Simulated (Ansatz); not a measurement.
Relaxation of the cluster Be4Te4 with RKS B3LYP-D4/def2-SVP.

```sh
$ ansatz run in.yaml --threads 4 --pin off --events-out ev --progress --plain --max-ram 8704MiB
```

```yaml
crystal:
  periodic: [false, false, false]
  atoms:
    - {symbol: Be, position_ang: [-0.898660, 1.394880, -0.608720]}
    - {symbol: Be, position_ang: [0.989030, -0.674650, -1.298030]}
    - {symbol: Be, position_ang: [-1.134400, -1.227650, 0.574380]}
    - {symbol: Be, position_ang: [1.043800, 0.507070, 1.332220]}
    - {symbol: Te, position_ang: [-1.313740, 0.896820, 1.724640]}
    - {symbol: Te, position_ang: [1.507110, 1.630140, -0.762910]}
    - {symbol: Te, position_ang: [1.193280, -1.852810, 0.808370]}
    - {symbol: Te, position_ang: [-1.386420, -0.673790, -1.769950]}
basis:
  gaussian: {orbitals: def2-SVP}
hamiltonian: {xc: {name: B3LYP}, dispersion: d4}
scf: {lower_state_search: "off"}
output: {orbitals: {seedname: orbitals}}
relax: {f_tol: 0.02, max_steps: 100}
```

Hardware: 4 threads of Arm Neoverse V2 on a shared host. Wall time 15 s.

Positions (Å) and forces (eV/Å) at steps 1, 2, 4 of 4:

```xyz
8
step=1 energy=-30794.7041 eV
Be   -0.899    1.395   -0.609    0.603   -0.934    0.409
Be    0.989   -0.675   -1.298   -0.661    0.452    0.868
Be   -1.134   -1.228    0.574    0.758    0.826   -0.384
Be    1.044    0.507    1.332   -0.699   -0.339   -0.891
Te   -1.314    0.897    1.725   -0.376    0.252    0.490
Te    1.507    1.630   -0.763    0.426    0.457   -0.217
Te    1.193   -1.853    0.808    0.340   -0.523    0.226
Te   -1.386   -0.674   -1.770   -0.391   -0.191   -0.501
8
step=2 energy=-30795.3433 eV
Be   -0.800    1.241   -0.541    0.124   -0.194    0.085
Be    0.880   -0.600   -1.155   -0.136    0.092    0.178
Be   -1.010   -1.092    0.511    0.157    0.171   -0.079
Be    0.929    0.451    1.186   -0.145   -0.070   -0.184
Te   -1.375    0.939    1.805    0.229   -0.156   -0.300
Te    1.577    1.705   -0.799   -0.263   -0.284    0.133
Te    1.249   -1.939    0.846   -0.208    0.323   -0.141
Te   -1.451   -0.705   -1.853    0.241    0.118    0.309
8
step=4 energy=-30795.3783 eV
Be   -0.785    1.219   -0.532    0.000    0.000    0.000
Be    0.865   -0.590   -1.135    0.000    0.000    0.000
Be   -0.992   -1.072    0.502    0.000    0.000    0.000
Be    0.912    0.443    1.165    0.000    0.000    0.000
Te   -1.361    0.929    1.787    0.002   -0.001   -0.002
Te    1.561    1.688   -0.790   -0.002   -0.002    0.001
Te    1.236   -1.919    0.837   -0.002    0.003   -0.001
Te   -1.436   -0.698   -1.833    0.002    0.001    0.003
```

In the def2 sets Te takes a core potential; there is no spin–orbit coupling. The structure comes from a short search, and lower isomers may exist.
